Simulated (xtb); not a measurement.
xtb input (GFN1-xTB):

```bash
xtb mol.xyz --gfn 1 --opt tight --chrg 1 --uhf 0
```
mol.xyz:
```
4

Cr     0.30369030    -0.01882615     0.39655692
O      1.48621783    -0.74737731    -0.25419677
O     -0.48533626    -1.02609328     1.24242247
Cl    -0.89974234     0.86115249    -1.02489244
```

Output:

```
           -------------------------------------------------
          |                Calculation Setup                |
           -------------------------------------------------

           -------------------------------------------------
          |                 G F N 1 - x T B                 |
           -------------------------------------------------

        Reference                      10.1021/acs.jctc.7b00118
      * Hamiltonian:
        H0-scaling (s, p, d)           1.850000    2.250000    2.000000
        zeta-weighting                 0.000000
      * Dispersion:
        s8                             2.400000
        a1                             0.630000
        a2                             5.000000
        s9                             0.000000
      * Repulsion:
        kExp                           1.500000
        rExp                           1.000000
      * Coulomb:
        alpha                          2.000000
        third order                    atomic
        anisotropic                    false
      * Halogen bond correction:
        rad-scale                      1.300000
        damping                        0.440000

          ...................................................
          :                      SETUP                      :
          :.................................................:
          :  # basis functions                  28          :
          :  # atomic orbitals                  26          :
          :  # shells                           10          :
          :  # electrons                        24          :
          :  # halogen bonds                     2          :
          :  max. iterations                   250          :
          :  Hamiltonian                  GFN1-xTB          :
          :  restarted?                      false          :
          :  GBSA solvation                  false          :
          :  PC potential                    false          :
          :  electronic temp.          300.0000000     K    :
          :  accuracy                    1.0000000          :
          :  -> integral cutoff          0.2500000E+02      :
          :  -> integral neglect         0.1000000E-07      :
          :  -> SCF convergence          0.1000000E-05 Eh   :
          :  -> wf. convergence          0.2000000E-04 e    :
          :  Broyden damping             0.4000000          :
          :  net charge                          1          :
          :  unpaired electrons                  0          :
          ...................................................

 iter      E             dE          RMSdq      gap      omega  full diag
   1     -9.8306104 -0.983061E+01  0.328E+01    0.61       0.0  T
   2    -19.3965657 -0.956596E+01  0.629E+01    0.25       1.0  T
   3     -8.7319966  0.106646E+02  0.285E+01    3.21       1.0  T
   4    -13.6554904 -0.492349E+01  0.140E+01    1.16       1.0  T
   5    -13.0785775  0.576913E+00  0.380E+01    0.94       1.0  T
   6    -15.9658895 -0.288731E+01  0.500E+01    3.36       1.0  T
   7    -19.7004388 -0.373455E+01  0.540E+01    5.57       1.0  T
[...]
         :::::::::::::::::::::::::::::::::::::::::::::::::::::
         :: total energy             -14.813995134570 Eh    ::
         :: gradient norm              0.000017795651 Eh/a0 ::
         :: HOMO-LUMO gap              0.575383242977 eV    ::
         ::.................................................::
         :: SCC energy               -14.910760290448 Eh    ::
         :: -> electrostatic           0.302097305225 Eh    ::
         :: repulsion energy           0.098019813067 Eh    ::
         :: dispersion energy         -0.001254657189 Eh    ::
         :: halogen bond corr.         0.000000000000 Eh    ::
         :: add. restraining           0.000000000000 Eh    ::
         :: total charge               1.000000000000 e     ::
         :::::::::::::::::::::::::::::::::::::::::::::::::::::

           -------------------------------------------------
          |                Property Printout                |
           -------------------------------------------------

    * Orbital Energies and Occupations

         #    Occupation            Energy/Eh            Energy/eV
      -------------------------------------------------------------
         1        2.0000           -1.3159300             -35.8083
         2        2.0000           -1.0802019             -29.3938
         3        2.0000           -1.0791871             -29.3662
         4        2.0000           -0.9039730             -24.5984
         5        2.0000           -0.8895056             -24.2047
         6        2.0000           -0.8892600             -24.1980
         7        2.0000           -0.8825127             -24.0144
         8        2.0000           -0.8712894             -23.7090
         9        2.0000           -0.8446447             -22.9840
        10        2.0000           -0.8369805             -22.7754
        11        2.0000           -0.8255943             -22.4656
        12        2.0000           -0.8062913             -21.9403 (HOMO)
        13        0.0000           -0.7851464             -21.3649 (LUMO)
        14                         -0.7411651             -20.1681
        15                         -0.7071419             -19.2423
        16                         -0.6419815             -17.4692
        17                         -0.6387868             -17.3823
        18                         -0.5146451             -14.0042
        19                         -0.4443786             -12.0922
        20                         -0.4441837             -12.0869
        21                         -0.4297415             -11.6939
        22                         -0.4164682             -11.3327
        23                         -0.4146437             -11.2830
       ...                                ...                  ...
        26                          0.0493264               1.3422
      -------------------------------------------------------------
                  HL-Gap            0.0211449 Eh            0.5754 eV
             Fermi-level           -0.7957189 Eh          -21.6526 eV

  Mulliken/CM5 charges         n(s)   n(p)   n(d)
     1Cr    0.81865  1.35845   0.322  1.008  3.851
     2O    -0.20354 -0.42885   1.697  4.506  0.000
     3O    -0.20354 -0.42885   1.697  4.506  0.000
     4Cl    0.58842  0.49925   1.887  4.545 -0.020

Wiberg/Mayer (AO) data.
largest (>0.10) Wiberg bond orders for each atom

 ---------------------------------------------------------------------------
     #   Z sym  total        # sym  WBO       # sym  WBO       # sym  WBO
 ---------------------------------------------------------------------------
Note: The following floating-point exceptions are signalling: IEEE_UNDERFLOW_FLAG IEEE_DENORMAL
normal termination of xtb
     1  24 Cr   6.551 --     2 O    2.326     3 O    2.326     4 Cl   1.899
     2   8 O    2.679 --     1 Cr   2.326     3 O    0.181     4 Cl   0.171
     3   8 O    2.679 --     1 Cr   2.326     2 O    0.181     4 Cl   0.171
     4  17 Cl   2.242 --     1 Cr   1.899     3 O    0.171     2 O    0.171
 ---------------------------------------------------------------------------

Topologies differ in total number of bonds
Writing topology from bond orders to xtbtopo.mol

 dipole moment from electron density (au)
     X       Y       Z
  -0.6207   2.4521  -0.3610  total (Debye):    6.494

           -------------------------------------------------
          |                Geometry Summary                 |
           -------------------------------------------------

      molecular mass/u    :      119.4478792
   center of mass at/Å    :       -0.0004360      -0.0114700      -0.0027105
  moments of inertia/u·Å² :        0.5882646E+02   0.1365471E+03   0.1851404E+03
rotational constants/cm⁻¹ :        0.2865654E+00   0.1234565E+00   0.9105324E-01

 * 3 selected distances

     #   Z          #   Z                                           value/Å
     1  24 Cr       2   8 O                                       1.5251384 (min)
     1  24 Cr       3   8 O                                       1.5251384
     1  24 Cr       4  17 Cl                                      2.0049417 (max)

 * 2 distinct bonds (by element types)

   Z      Z             #   av. dist./Å        max./Å        min./Å
   8 O   24 Cr          2     1.5251384     1.5251384     1.5251384
  17 Cl  24 Cr          1     2.0049417     2.0049417     2.0049417

optimized geometry written to: xtbopt.xyz

           -------------------------------------------------
          | TOTAL ENERGY              -14.813995134570 Eh   |
          | GRADIENT NORM               0.000017795651 Eh/α |
          | HOMO-LUMO GAP               0.575383242977 eV   |
           -------------------------------------------------

------------------------------------------------------------------------
------------------------------------------------------------------------
 total:
 SCF:
 ANC optimizer:
```
